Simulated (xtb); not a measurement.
BrZn, doublet, geometry from GFN2-xTB (such geometries of metal compounds can be far from the true shape) (the spin is typed, not shown lowest); GFN0-xTB in xtb.

The xtb input:
```
$ xtb mol.xyz --gfn 0 --uhf 1 --opt --json

# file mol.xyz
2

Zn    -0.00000000    -0.00000000    -1.31529867
Br     0.00000000     0.00000000     1.12739886
```

What the program printed (banner, timings and long lists left out):

```
   ID    Z sym.   atoms
    1   30 Zn     1
    2   35 Br     2

           -------------------------------------------------
          |                Calculation Setup                |
           -------------------------------------------------

           -------------------------------------------------
          |                 G F N 0 - x T B                 |
           -------------------------------------------------

          ...................................................
          :                      SETUP                      :
          :.................................................:
          :  # basis functions                  14          :
          :  # atomic orbitals                  13          :
          :  # shells                            5          :
          :  # electrons                         9          :
          :  electronic temp.          300.0000000     K    :
          :  accuracy                    1.0000000          :
          :  -> integral cutoff          0.2500000E+02      :
          :  -> integral neglect         0.1000000E-07      :
          ...................................................

         :::::::::::::::::::::::::::::::::::::::::::::::::::::
         ::                     SUMMARY                     ::
         :::::::::::::::::::::::::::::::::::::::::::::::::::::
         :: total energy              -4.467868800499 Eh    ::
         :: gradient norm              0.007861104781 Eh/a0 ::
         :: HOMO-LUMO gap              7.125348814539 eV    ::
         ::.................................................::
         :: H0 energy                 -4.462250062759 Eh    ::
         :: repulsion energy           0.001250375821 Eh    ::
         :: electrostat energy        -0.006590944320 Eh    ::
         :: -> Gsolv                   0.000000000000 Eh    ::
         ::    -> Gsasa                0.000000000000 Eh    ::
         ::    -> Gshift               0.000000000000 Eh    ::
         :: dispersion energy         -0.000278169241 Eh    ::
         :: short-range corr.          0.000000000000 Eh    ::
         :: add. restraining           0.000000000000 Eh    ::
         :: total charge              -0.000000000000 e     ::
         :::::::::::::::::::::::::::::::::::::::::::::::::::::

      -----------------------------------------------------------
     |                   =====================                   |
     |                        A N C O P T                        |
     |                   =====================                   |
     |               Approximate Normal Coordinate               |
     |                Rational Function Optimizer                |
      -----------------------------------------------------------
      -----------------------------------------------------------
     |                   =====================                   |
     |                        A N C O P T                        |
     |                   =====================                   |
     |               Approximate Normal Coordinate               |
     |                Rational Function Optimizer                |
      -----------------------------------------------------------

          ...................................................
          :                      SETUP                      :
          :.................................................:
          :   optimization level            normal          :
          :   max. optcycles                   200          :
          :   ANC micro-cycles                  20          :
          :   degrees of freedom                 1          :
          :.................................................:
          :   RF solver                   davidson          :
          :   write xtbopt.log                true          :
          :   linear (good luck)              true          :
          :   energy convergence         0.5000000E-05 Eh   :
          :   grad. convergence          0.1000000E-02 Eh/α :
          :   maxmium RF displ.          1.0000000          :
          :   Hlow (freq-cutoff)         0.1000000E-01      :
          :   Hmax (freq-cutoff)         5.0000000          :
          :   S6 in model hess.         20.0000000          :
          ...................................................

generating ANC from exact Hessian ...
Using Lindh-Hessian (1995)
 Shifting diagonal of input Hessian by    0.0000000000000000
 Lowest  eigenvalues of input Hessian
    0.000000    0.000000    0.000000    0.000000    0.000000    0.057159
 Highest eigenvalues
    0.000000    0.000000    0.000000    0.000000    0.000000    0.057159

........................................................................
.............................. CYCLE    1 ..............................
........................................................................
 * total energy  :    -4.4678688 Eh     change        0.0000000E+00 Eh
   gradient norm :     0.0078611 Eh/α   predicted     0.0000000E+00 (   0.00%)
   displ. norm   :     0.1350232 α      lambda       -0.1061428E-02
   maximum displ.:     0.1350232 α      in ANC's #1, #1, #1, ...

........................................................................
.............................. CYCLE    2 ..............................
........................................................................
 * total energy  :    -4.4683969 Eh     change       -0.5280784E-03 Eh
   gradient norm :     0.0003478 Eh/α   predicted    -0.5403914E-03 (   2.33%)
   displ. norm   :     0.0093760 α      lambda       -0.2173970E-05
   maximum displ.:     0.0093760 α      in ANC's #1, #1, #1, ...

........................................................................
.............................. CYCLE    3 ..............................
........................................................................
 * total energy  :    -4.4683980 Eh     change       -0.1163600E-05 Eh
   gradient norm :     0.0000983 Eh/α   predicted    -0.1087124E-05 (  -6.57%)
   displ. norm   :     0.0020667 α      lambda       -0.1347846E-06
   maximum displ.:     0.0020667 α      in ANC's #1, #1, #1, ...

   *** GEOMETRY OPTIMIZATION CONVERGED AFTER 3 ITERATIONS ***

 total energy gain   :        -0.0005292 Eh       -0.3321 kcal/mol
 total RMSD          :         0.1021057 a0        0.0540 Å
 total power (kW/mol):        -0.4631749 (step) -762.6006 (real)

================
 final structure:
================
2
 xtb: 6.7.1 (edcfbbe)
Zn           0.00000000000000        0.00000000000000       -1.36933066273761
Br           0.00000000000000        0.00000000000000        1.18143085273761

 Bond Distances (Angstroems)
 ---------------------------
Zn1-Br2=2.5508       Br2-Zn1=2.5508
 Br Zn Rav=2.5508 sigma=0.0000  Rmin=2.5508  Rmax=2.5508     1

 selected bond angles (degree)
 --------------------

 selected dihedral angles (degree)
 ---------------------------------

           -------------------------------------------------
          |                Final Singlepoint                |
           -------------------------------------------------

          ...................................................
          :                      SETUP                      :
          :.................................................:
          :  # basis functions                  14          :
          :  # atomic orbitals                  13          :
          :  # shells                            5          :
          :  # electrons                         9          :
          :  electronic temp.          300.0000000     K    :
          :  accuracy                    1.0000000          :
          :  -> integral cutoff          0.2500000E+02      :
          :  -> integral neglect         0.1000000E-07      :
          ...................................................

         :::::::::::::::::::::::::::::::::::::::::::::::::::::
         ::                     SUMMARY                     ::
         :::::::::::::::::::::::::::::::::::::::::::::::::::::
         :: total energy              -4.468398042467 Eh    ::
         :: gradient norm              0.000098348586 Eh/a0 ::
         :: HOMO-LUMO gap              7.247220972010 eV    ::
         ::.................................................::
         :: H0 energy                 -4.462108836236 Eh    ::
         :: repulsion energy           0.000559015893 Eh    ::
         :: electrostat energy        -0.006565204825 Eh    ::
         :: -> Gsolv                   0.000000000000 Eh    ::
         ::    -> Gsasa                0.000000000000 Eh    ::
         ::    -> Gshift               0.000000000000 Eh    ::
         :: dispersion energy         -0.000283017299 Eh    ::
         :: short-range corr.          0.000000000000 Eh    ::
         :: add. restraining           0.000000000000 Eh    ::
         :: total charge              -0.000000000000 e     ::
         :::::::::::::::::::::::::::::::::::::::::::::::::::::

           -------------------------------------------------
          |                Property Printout                |
           -------------------------------------------------

    * Orbital Energies and Occupations

         #    Occupation            Energy/Eh            Energy/eV
      -------------------------------------------------------------
         1        2.0000           -0.7321461             -19.9227
         2        2.0000           -0.4525075             -12.3134
         3        2.0000           -0.4321895             -11.7605
         4        2.0000           -0.4321895             -11.7605
         5        1.0000           -0.3640437              -9.9061 (HOMO)
         6                         -0.0977132              -2.6589 (LUMO)
         7                         -0.0977132              -2.6589
         8                         -0.0383874              -1.0446
         9                         -0.0383874              -1.0446
        10                         -0.0347056              -0.9444
        11                         -0.0077669              -0.2113
        12                         -0.0077669              -0.2113
        13                          0.2895458               7.8789
      -------------------------------------------------------------
                  HL-Gap            0.2663305 Eh            7.2472 eV
             Fermi-level            0.0000000 Eh            0.0000 eV

     #   Z          covCN         q      C6AA      α(0)
     1  30 Zn       0.748    -0.082   332.201    43.665
     2  35 Br       0.748     0.082   178.006    21.523

 Mol. C6AA /au·bohr⁶  :        967.128542
 Mol. C8AA /au·bohr⁸  :      69241.184092
 Mol. α(0) /au        :         65.188066

Wiberg/Mayer (AO) data.
largest (>0.10) Wiberg bond orders for each atom

 ---------------------------------------------------------------------------
     #   Z sym  total        # sym  WBO       # sym  WBO       # sym  WBO
 ---------------------------------------------------------------------------
     1  30 Zn   0.810 --     2 Br   0.810
     2  35 Br   0.810 --     1 Zn   0.810
 ---------------------------------------------------------------------------

Topologies differ in total number of bonds
Writing topology from bond orders to xtbtopo.mol

 dipole moment from electron density (au)
     X       Y       Z
  -0.0000  -0.0000  -2.5009  total (Debye):    6.357

optimized geometry written to: xtbopt.xyz

           -------------------------------------------------
          | TOTAL ENERGY               -4.468398042467 Eh   |
          | GRADIENT NORM               0.000098348586 Eh/α |
          | HOMO-LUMO GAP               7.247220972010 eV   |
           -------------------------------------------------

normal termination of xtb
```
